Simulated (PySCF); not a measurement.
# Atomic charges by several schemes

C4H4F3O (charge +1).
Structure used (GFN2-xTB), in Å, numbered top down from 1:
```
atom  x, y, z in Å
C1    -1.6016    0.0479   -0.1700
C2    -0.2134    0.5857   -0.0061
F3    -0.0456    1.3350    1.0910
F4     0.1958    1.3147   -1.0461
C5     0.8710   -0.6601    0.1732
F6     0.6354   -1.5849   -0.7800
C7     2.1821   -0.1372    0.1190
O8     3.1645    0.3834    0.0717
H9    -1.6684   -0.6032   -1.0395
H10   -2.2626    0.9038   -0.3321
H11   -1.9292   -0.4795    0.7224
H12    0.6731   -1.1062    1.1705
```

Density: PBE0/pcSseg-1 (PySCF); schemes: Mulliken, IAO, Hirshfeld and ESP-fitted. One conformer (not necessarily the lowest) at the GFN2-xTB geometry, without solvent, vibrations or thermal averaging.

At which atom do the 4 schemes differ most?

At C1: from -0.522 (ESP-fitted) to -0.110 e (Hirshfeld), 0.412 e apart.

Do the Mulliken, IAO, Hirshfeld and ESP-fitted schemes agree on where the charge is highest?

All schemes agree: Mulliken C7 (+0.589); IAO C7 (+0.650); Hirshfeld C7 (+0.426); ESP-fitted C7 (+0.702).

For which atoms does the sign change between the 4 schemes (beyond +0.03 e in one, beyond −0.03 e in another)?

C5.

Give the atomic charges in each scheme.

In e:

```
atom              environment  Mulliken     IAO  Hirshfeld  ESP-fitted
  C1            methyl carbon    -0.216  -0.469     -0.110      -0.522
  C2               CF2 carbon    +0.369  +0.611     +0.223      +0.527
  F3  fluorine of a CF2 group    -0.239  -0.262     -0.056      -0.190
  F4  fluorine of a CF2 group    -0.235  -0.256     -0.054      -0.157
  C5           sp3 C–F carbon    +0.134  +0.073     +0.101      -0.166
  F6           alkyl fluorine    -0.222  -0.225     -0.015      -0.054
  C7     triply bonded carbon    +0.589  +0.650     +0.426      +0.702
  O8       oxygen bonded to C    +0.009  +0.018     +0.114      -0.017
  H9          methyl hydrogen    +0.183  +0.200     +0.075      +0.197
 H10          methyl hydrogen    +0.207  +0.216     +0.093      +0.236
 H11          methyl hydrogen    +0.170  +0.190     +0.080      +0.201
 H12         methine hydrogen    +0.252  +0.253     +0.122      +0.244
```

Mean size of the charges over all atoms: IAO 0.285 e, ESP-fitted 0.268 e, Mulliken 0.236 e, Hirshfeld 0.122 e. Each set sums to the total charge, 1, to within 0.001 e. The ESP scheme fits charges at the nuclei, held to the total charge, to the electrostatic potential on points at 1.4 to 2.0 times the van der Waals radii.

How closely do the schemes follow one another over all atoms?

Correlation coefficient and root-mean-square difference: Mulliken with IAO 0.97, 0.105 e; IAO with ESP-fitted 0.95, 0.098 e; Mulliken with Hirshfeld 0.93, 0.139 e; IAO with Hirshfeld 0.93, 0.209 e; Hirshfeld with ESP-fitted 0.90, 0.209 e; Mulliken with ESP-fitted 0.89, 0.147 e.

Sum the charges by element, for elements with more than one atom.

| element | atoms | Mulliken | IAO | Hirshfeld | ESP-fitted |
| --- | --- | --- | --- | --- | --- |
| C | 4 | +0.876 | +0.866 | +0.640 | +0.541 |
| F | 3 | -0.697 | -0.743 | -0.125 | -0.402 |
| H | 4 | +0.812 | +0.859 | +0.371 | +0.878 |
